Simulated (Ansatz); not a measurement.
This geometry of a periodic cell of 31 atoms, Al (host Al, host structure fcc, one Al atom removed) is a first-order saddle point.

Level of theory: DFT r2SCAN, scalar-relativistic, plane waves, PAW (Ansatz). Settings: PAW set soft_1, cutoff 500 eV, k mesh 2x2x2, gaussian smearing 0.15 eV, no spin polarisation.

```xyz
31
Lattice="8.1000 0.0000 0.0000 0.0000 8.1000 0.0000 0.0000 0.0000 8.1000" Properties=species:S:1:pos:R:3
Al 3.014 0.000 -0.990
Al 6.087 2.049 0.027
Al 6.087 0.002 2.022
Al 0.039 0.002 -0.036
Al 1.965 2.205 0.059
Al 4.070 4.052 0.010
Al 6.087 6.055 0.027
Al 2.059 0.002 1.985
Al 4.085 2.053 2.021
Al 6.089 4.052 2.026
Al 4.028 0.001 4.063
Al 6.093 2.068 4.031
Al 6.060 0.002 6.095
Al -0.055 4.053 0.008
Al 1.966 5.901 0.058
Al -0.011 2.067 2.034
Al 2.015 4.053 2.079
Al 4.084 6.051 2.021
Al 0.001 0.002 4.037
Al 1.997 2.049 4.037
Al 4.070 4.052 3.996
Al 6.093 6.035 4.030
Al 4.107 2.181 6.017
Al 6.128 4.052 6.053
Al -0.010 6.038 2.033
Al -0.003 4.052 4.035
Al 1.997 6.055 4.036
Al 0.003 2.053 6.039
Al 2.014 4.052 6.053
Al 4.109 5.920 6.015
Al 0.003 6.051 6.039
```

**Question.** Which two structures does it join? (They come from a converged band through this point; their orientation in space is the band's.)

**Answer.** The atom that moves furthest is Al1, by 2.92 Å; four of its nearest neighbours are Al3 2.83, Al18 2.86, Al2 2.86, Al7 2.86 Å at the first end and Al19 2.84, Al11 2.86, Al4 2.86, Al31 2.86 Å at the last.

First end point:

```xyz
31
Lattice="8.1000 0.0000 0.0000 0.0000 8.1000 0.0000 0.0000 0.0000 8.1000" Properties=species:S:1:pos:R:3
Al 4.080 0.003 0.013
Al 6.082 2.049 0.011
Al 6.082 0.005 2.015
Al -0.015 0.003 0.013
Al 2.033 2.052 0.013
Al 4.077 4.054 0.011
Al 6.083 6.058 0.011
Al 2.032 0.004 2.014
Al 4.077 2.049 2.015
Al 6.082 4.054 2.016
Al 4.080 0.004 4.018
Al 6.082 2.049 4.021
Al 6.084 0.003 6.065
Al -0.014 4.054 0.011
Al 2.032 6.056 0.012
Al -0.014 2.049 2.015
Al 2.032 4.054 2.015
Al 4.077 6.058 2.015
Al -0.015 0.004 4.018
Al 2.032 2.052 4.017
Al 4.077 4.054 4.021
Al 6.082 6.059 4.020
Al 4.079 2.051 6.065
Al 6.082 4.054 6.066
Al -0.014 6.059 2.015
Al -0.014 4.054 4.021
Al 2.032 6.056 4.017
Al -0.016 2.052 6.065
Al 2.032 4.054 6.065
Al 4.079 6.056 6.065
Al -0.014 6.056 6.065
```

Last end point:

```xyz
31
Lattice="8.1000 0.0000 0.0000 0.0000 8.1000 0.0000 0.0000 0.0000 8.1000" Properties=species:S:1:pos:R:3
Al 2.007 0.000 -2.043
Al 6.093 2.043 0.000
Al 6.093 0.000 2.043
Al 0.000 0.000 0.000
Al 2.007 2.043 0.000
Al 4.050 4.050 0.000
Al 6.093 6.057 0.000
Al 2.007 0.000 2.043
Al 4.050 2.043 2.043
Al 6.094 4.050 2.044
Al 4.050 0.000 4.050
Al 6.094 2.044 4.050
Al 6.093 0.000 6.057
Al 0.000 4.050 0.000
Al 2.007 6.057 0.000
Al 0.000 2.044 2.044
Al 2.006 4.050 2.044
Al 4.050 6.057 2.043
Al 0.000 0.000 4.050
Al 2.006 2.044 4.050
Al 4.050 4.050 4.050
Al 6.094 6.056 4.050
Al 4.050 2.043 6.057
Al 6.094 4.050 6.056
Al 0.000 6.056 2.044
Al 0.000 4.050 4.050
Al 2.006 6.056 4.050
Al 0.000 2.044 6.056
Al 2.006 4.050 6.056
Al 4.050 6.057 6.057
Al 0.000 6.056 6.056
```

**Question.** How far does it lie above each of them?

**Answer.** 0.65 eV above the first and 0.65 eV above the second. This is the barrier of this one path; another mechanism may lie lower. Limits of this set-up: coarse k mesh, a small cell, in which the defect meets its images, a typed lattice constant that wasn't relaxed here.

Time of the run: 25 min on 4 threads of Arm Neoverse N1, on a shared host, peak memory 6 GiB.
